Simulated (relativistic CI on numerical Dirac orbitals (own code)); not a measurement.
Hg66+: q coefficients and field-shift factors

Computed by Dirac-Coulomb-Breit CI, orbitals from a KLI potential per configuration, derivatives by finite differences, unscaled Slater integrals, QED left out (own radial code, finite nucleus).

CI space (outside the closed core [Ne]): 3s2 3p2, 3s2 3p 3d, 3s 3p3, 3s2 3d2, 3p4, 3s 3p2 3d, 3p2 3d2, 3s 3p 3d2. Levels of other configurations are missing.

With x = (α/α₀)² − 1 an excitation energy changes as ω = ω₀ + qx; K = 2q/ω₀ is the relative enhancement. Terms are leading LS components, so labels can repeat. The field-shift factor is F = δν/δ⟨r²⟩ for the transition from the lowest level.

Lowest level 3s2 3p2 3P_0.

| Level | ω₀ (cm⁻¹) | q (cm⁻¹) | K | F (GHz/fm²) |
| --- | --- | --- | --- | --- |
| 3s2 3p2 3P_1 | 4113893 | 5.355e+06 | 2.6 | -1110 |
| 3s2 3p2 1D_2 | 4197157 | 5.349e+06 | 2.55 | -1120 |
| 3s 3p3 3P°_2 | 5719041 | 5.825e+06 | 2.04 | -14100 |
| 3s 3p3 3D°_1 | 5959966 | 5.751e+06 | 1.93 | -11400 |
| 3s2 3p 3d 3F°_2 | 6097398 | 5.461e+06 | 1.79 | -1160 |
| 3s2 3p 3d 3D°_1 | 6524666 | 5.626e+06 | 1.72 | -4150 |
| 3s2 3p 3d 3P°_2 | 7214708 | 6.467e+06 | 1.79 | -1300 |
| 3s2 3p 3d 3F°_3 | 7228484 | 6.477e+06 | 1.79 | -1050 |
| 3s 3p2 3d 3D_1 | 7729317 | 5.959e+06 | 1.54 | -14400 |
| 3s 3p2 3d 3D_2 | 7796736 | 5.975e+06 | 1.53 | -14400 |
| 3s2 3p2 3P_2 | 8377400 | 1.072e+07 | 2.56 | -2360 |
| 3s2 3p2 1S_0 | 8560146 | 1.073e+07 | 2.51 | -2360 |
| 3s 3p2 3d 3D_3 | 8805945 | 6.958e+06 | 1.58 | -14300 |

At this charge energies of transitions that change n are usually good to better than 1 %, and those within a shell (Δn = 0) to a few per cent.
